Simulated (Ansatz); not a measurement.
Question: Predict a relaxed structure of the cluster H₂W₂⁺ (the lowest doublet isomer of a short search), charge 1, doublet, at PBE-D4/def2-TZVP (Ansatz).

Answer: 
Cartesian coordinates in Å:
```
W 0.3279 -0.8101 -0.6207
W -0.3277 0.8093 0.6176
H 1.2703 1.3691 0.7370
H -1.2705 -1.3683 -0.7339
```
Point group C2h (tolerance 0.1 Å). This is one stationary point.

In the def2 sets W takes a core potential; there is no spin–orbit coupling. The charge 1 doublet is spin-contaminated (final ⟨S²⟩ up to 0.93, 0.75 for a pure state). The structure comes from a short search, and lower isomers may exist.
